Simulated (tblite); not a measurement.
Species: C5H6ClNS.
SMILES with atom numbers: `[CH3:1][CH2:2][c:3]1[cH:4][c:5]([Cl:6])[s:7][n:8]1` (hydrogens: H9, H10, H11 on C1; H12, H13 on C2; H14 on C4)

Computed with GFN2-xTB (tblite), gas phase: Langevin dynamics at 300 K from the optimised GFN2-xTB geometry, time step 0.5 fs, friction 0.01 fs⁻¹, 2000 steps. The instantaneous temperature is 2·E(kin)/(3Nk) with all 3N coordinates.

```tsv
t (fs)	T (K)	E(pot) above start (eV)	C1–C2 (Å)	C2–C3 (Å)	C3–C4 (Å)	C4–C5 (Å)	C5–Cl6 (Å)	C1–H9 (Å)	C1–C2–C3–C4 (°)
0	232	0.000	1.529	1.493	1.415	1.366	1.704	1.087	-73
25	149	0.249	1.540	1.535	1.462	1.364	1.727	1.071	-71
50	212	0.260	1.512	1.509	1.439	1.349	1.677	1.091	-72
75	172	0.416	1.536	1.452	1.421	1.326	1.670	1.102	-74
100	223	0.405	1.570	1.519	1.425	1.321	1.788	1.088	-61
125	256	0.282	1.504	1.523	1.425	1.325	1.730	1.059	-62
150	223	0.364	1.487	1.513	1.422	1.364	1.676	1.123	-47
175	356	0.298	1.530	1.484	1.421	1.400	1.726	1.121	-51
200	289	0.491	1.596	1.503	1.425	1.392	1.750	1.078	-37
225	306	0.406	1.553	1.450	1.414	1.352	1.670	1.060	-26
250	267	0.365	1.503	1.472	1.458	1.352	1.664	1.075	-30
275	262	0.430	1.552	1.562	1.472	1.365	1.791	1.087	-25
300	231	0.371	1.514	1.502	1.437	1.360	1.716	1.129	-40
325	258	0.376	1.499	1.461	1.409	1.351	1.679	1.090	-29
350	322	0.320	1.567	1.525	1.469	1.345	1.685	1.082	-38
375	226	0.453	1.571	1.501	1.463	1.338	1.757	1.062	-28
400	319	0.339	1.493	1.493	1.416	1.346	1.697	1.077	-36
425	292	0.395	1.509	1.494	1.443	1.353	1.677	1.101	-36
450	336	0.433	1.552	1.516	1.469	1.354	1.762	1.083	-28
475	257	0.495	1.576	1.431	1.480	1.323	1.742	1.063	-19
500	265	0.477	1.515	1.475	1.452	1.365	1.630	1.132	-28
525	274	0.460	1.530	1.473	1.419	1.367	1.698	1.072	-26
550	197	0.536	1.531	1.525	1.419	1.403	1.734	1.043	-27
575	269	0.443	1.530	1.544	1.445	1.389	1.695	1.100	-9
600	312	0.341	1.541	1.502	1.415	1.388	1.695	1.120	-11
625	331	0.314	1.521	1.466	1.400	1.353	1.701	1.098	-27
650	234	0.561	1.523	1.480	1.412	1.338	1.719	1.031	-28
675	229	0.293	1.539	1.533	1.399	1.376	1.686	1.096	-24
700	243	0.467	1.518	1.513	1.361	1.450	1.702	1.122	-9
725	207	0.512	1.552	1.572	1.388	1.438	1.742	1.078	-8
750	386	0.376	1.493	1.559	1.393	1.403	1.673	1.117	-3
775	281	0.385	1.467	1.522	1.409	1.369	1.693	1.091	-2
800	294	0.363	1.495	1.524	1.420	1.341	1.711	1.049	-4
825	231	0.416	1.542	1.483	1.421	1.323	1.686	1.091	7
850	230	0.418	1.565	1.529	1.426	1.342	1.753	1.133	3
875	286	0.365	1.505	1.453	1.433	1.331	1.715	1.070	2
900	215	0.506	1.520	1.528	1.456	1.344	1.711	1.048	11
925	247	0.381	1.537	1.496	1.442	1.357	1.735	1.138	0
950	414	0.347	1.544	1.488	1.432	1.371	1.696	1.108	-9
975	200	0.647	1.544	1.463	1.443	1.366	1.705	1.060	-11
1000	330	0.420	1.591	1.503	1.438	1.385	1.716	1.080	-3
```

Q: From 500 fs on, how do temperature and potential energy compare with equipartition?

A: The mean temperature of these 21 frames is 270 K against the target 300 K, and the mean potential energy 0.43 eV against 36 × kT/2 = 0.47 eV for 36 classical harmonic modes. For 14 atoms in a canonical ensemble the temperature itself scatters by T·√(2/(3N)) = 65 K; here its standard deviation is 57 K. The whole run lasts only 10 friction times of 100 fs, so these averages carry a wide statistical error.

Q: What are the kinetic and total energies of the listed frame with the highest potential energy?

A: The one at 975 fs, 0.647 eV above the start. Its kinetic energy is 3NkT/2 = 0.363 eV at 200 K, so the sum is 1.01 eV; over the listed frames the sum runs from 0.42 to 1.10 eV, since the thermostat adds and removes energy.

Q: How much do the listed bonds fluctuate from 500 fs on?

A: 
```csv
bond,at the start (Å),mean (Å),standard deviation (Å)
C1–C2,1.529,1.529,0.026
C2–C3,1.493,1.506,0.032
C3–C4,1.415,1.420,0.023
C4–C5,1.366,1.371,0.032
C5–Cl6,1.704,1.704,0.026
C1–H9,1.087,1.089,0.031
```

The motion is classical and holds no zero-point motion.

What follows is the cost of the whole dynamics run. Time: 15 s wall; peak memory 0.18 GiB. Hardware: Arm Neoverse V1, one thread, shared host.
